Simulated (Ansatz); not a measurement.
Relaxation of C2H3BOS (8 atoms, charge 0, multiplicity 1), to a largest force component of 0.02 eV/Å in at most 50 steps.

The calculation used RKS PBE0-D4/6-31G (Ansatz 0.2.0).

```xyz
8
Properties=species:S:1:pos:R:3
C -0.173 1.510 1.347
C 0.576 0.672 0.921
S 1.510 -0.568 0.239
B 0.297 -1.187 -0.970
O -0.914 -0.681 -1.111
H -0.756 2.280 1.758
H 0.631 -2.078 -1.643
H -0.911 0.984 0.740
```

Problem. Where does it end, and by what steps?

Solution. The run converged. Limits of this set-up: no polarisation functions. After 17 steps the energy has fallen by 3.012 eV; S3 moved furthest, 1.15 Å. Parted: S3–B4.

```
step  energy less start (eV)  largest force component (eV/Å)  accepted
   0                  0.0000                           5.536       yes
   1                 -0.9226                           4.006       yes
   2                 -1.6252                           2.561       yes
   3                 -2.1499                           2.392       yes
   4                 -2.3561                           0.779       yes
   5                 -2.5643                           1.390       yes
   6                 -2.7711                           1.413       yes
   7                 -2.8151                           1.816       yes
   8                 -2.6901                           1.926        no
   9                 -2.9118                           1.081       yes
  10                 -2.9979                           0.769       yes
  11                 -3.0101                           0.356       yes
  12                 -3.0082                           0.170        no
  13                 -3.0113                           0.113       yes
  14                 -3.0120                           0.039       yes
  15                 -3.0122                           0.028       yes
  16                 -3.0117                           0.082        no
  17                 -3.0125                           0.018       yes
```

```xyz
8
Properties=species:S:1:pos:R:3
C -0.310 1.351 1.168
C 0.833 0.727 1.104
S 2.230 -0.070 0.992
B -0.285 -1.439 -1.453
O -1.144 -0.632 -1.137
H -0.488 2.149 1.881
H 0.532 -2.214 -1.760
H -1.109 1.060 0.487
```

Time of the run: 2.4 min on 1 CPU thread of a shared host.
